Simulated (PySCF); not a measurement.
**NMR data sheet: C6H10O2Si**

```yaml
Formula: C6H10O2Si
SMILES: CC#C[SiH]1OCCCO1
InChI: InChI=1S/C6H10O2Si/c1-2-6-9-7-4-3-5-8-9/h9H,3-5H2,1H3
Point_group_of_the_computed_structure: C1
Degrees_of_unsaturation: 3
Carbon_signals: 5
Proton_signals: 6
```

Mapped SMILES: `[CH3:1][C:2]#[C:3][SiH:4]1[O:5][CH2:6][CH2:7][CH2:8][O:9]1`; H(Xn) means a hydrogen on atom n. Ha(C6), Ha(C7), Ha(C8) are cis to C3 on the ring; Hb(C6), Hb(C7), Hb(C8) are trans to C3 on the ring.

Level of theory: σ from GIAO-PBE0/pcSseg-1, GFN2-xTB structure, in PySCF 2.14.0 with density-fitted response routines (non-relativistic, isolated molecule, equivalent nuclei averaged, one conformer).

Referencing at the same level of theory: ¹H, ¹³C, ²⁹Si vs TMS; ¹⁷O against H2O.

```tsv
carbon	δC, type	δH (multiplicity)	HMBC from (2–3 bonds)	span of the C tensor (ppm)
C1	5.5, CH3	2.00 (s)	–	25
C2	107.2, C	–	H(Si4), H(C1)	287
C3	86.8, C	–	H(Si4), H(C1)	256
C6/C8	67.4, CH2	Ha(C6) 4.45 (m); Hb(C6) 4.29 (m)	H(Si4), Ha(C6)/Ha(C8), Hb(C6)/Hb(C8), Ha(C7), Hb(C7)	53
C7	36.4, CH2	Hb(C7) 1.27 (m); Ha(C7) 2.30 (m)	Ha(C6)/Ha(C8), Hb(C6)/Hb(C8)	21
```

Other nuclei:
```tsv
atoms	nucleus	environment	δ (ppm)	σ (ppm)
H(Si4)	¹H	hydrogen on a silicon bonded to C, 2 O, in a 6-membered ring	4.86	26.86
Si4	²⁹Si	silicon bonded to C, 2 O, H, in a 6-membered ring	-54.7	403.8
O5/O9	¹⁷O	oxygen bonded to C, Si, in a 6-membered ring	46.2	289.8
```

- Carbon types of the structure: 2 × C, 3 × CH2, 1 × CH3, leaving 1 H on heteroatoms.
- δC 107.2, 86.8: alkyne carbon.
- δC 67.4: sp3 CH2 bonded to O; pulled downfield by the heteroatom.
- δC 36.4: sp3 CH2 in a ring; aliphatic region, no heteroatom directly attached.
- δC 5.5: propargylic methyl carbon; saturated and bonded to C and H only.
- δH 4.45, 4.29: hydrogen on an sp3 CH2 bonded to O; its carbon carries O, hence the downfield position.

Shifts are as computed. Against solution values, carbons near 30 ppm lie about +3 ppm off and those near 130 ppm about +5 ppm. Of 1211 compounds with measured shifts, 218 miss one by over three times the rms of a fit or turn the order of signals round; such compounds aren't used in these exercises. Experimental scales use liquid or dissolved standards, which lie at an offset from isolated H2O (liquid H2O: subtract about 36 ppm). Multiplicities follow the n + 1 count of equivalent neighbours, as no J values were calculated; m marks all less simple cases, F and P coupling included.
